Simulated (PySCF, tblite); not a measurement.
Isomers of C3H7FSi. Method: GFN2-xTB as coded in tblite; computed harmonic values from a numerical Hessian at the method's own geometry, unscaled. Against measured fundamentals such values can be off by several per cent, at times by over 20. Modes of hydrogen on silicon can be 10 to 20 % off. One conformer each.

Electronic energies: PBE0/pcSseg-1 single points on the GFN2-xTB geometries (PySCF, gas phase).

```
                SMILES  electronic energy, lowest = 0 (kJ/mol)
F[C@@H]1C[C@@H]1[SiH3]                                    53.8
       C/C([SiH3])=C\F                                    22.7
          FC1C[SiH2]C1                                     0.0
```

Question: How do GFN2-xTB zero-point energies change the relative energies?

Answer: 
```json
{"SMILES": "FC1C[SiH2]C1", "ZPE (kJ/mol)": "234.6", "of it from modes above 1550 cm⁻¹": "117.1", "electronic (kJ/mol)": "0.0", "with ZPE, lowest = 0 (kJ/mol)": "0.0", "lowest mode (cm⁻¹)": "81", "rings": "1"}
{"SMILES": "C/C([SiH3])=C\\F", "ZPE (kJ/mol)": "222.9", "of it from modes above 1550 cm⁻¹": "123.3", "electronic (kJ/mol)": "22.7", "with ZPE, lowest = 0 (kJ/mol)": "10.9", "lowest mode (cm⁻¹)": "80", "rings": "0"}
{"SMILES": "F[C@@H]1C[C@@H]1[SiH3]", "ZPE (kJ/mol)": "226.2", "of it from modes above 1550 cm⁻¹": "114.1", "electronic (kJ/mol)": "53.8", "with ZPE, lowest = 0 (kJ/mol)": "45.4", "lowest mode (cm⁻¹)": "60", "rings": "1"}
```

The zero-point energies span 11.7 kJ/mol, from `C/C([SiH3])=C\F` to `FC1C[SiH2]C1`. The order is unchanged.

Question: And how do the electronic energies of GFN2-xTB itself compare?

Answer: `FC1C[SiH2]C1` 0.0; `C/C([SiH3])=C\F` 14.2; `F[C@@H]1C[C@@H]1[SiH3]` 10.7 kJ/mol, lowest = 0. Against the energies above, taken from the same isomer `FC1C[SiH2]C1`, the largest difference is 43.1 kJ/mol.

Question: What do entropy and thermal enthalpy add at 298.15 K and 1 bar (rigid rotor, harmonic oscillator, one conformer each)?

Answer: 
| SMILES | point group | symmetry number | S (J/(mol K)) | H − H(0) (kJ/mol) | ZPE + H − H(0) − TS (kJ/mol) |
| --- | --- | --- | --- | --- | --- |
| FC1C[SiH2]C1 | Cs | 1 | 318.1 | 17.90 | 157.7 |
| C/C([SiH3])=C\F | Cs | 1 | 349.0 | 21.91 | 140.7 |
| F[C@@H]1C[C@@H]1[SiH3] | C1 | 1 | 333.7 | 19.56 | 146.3 |
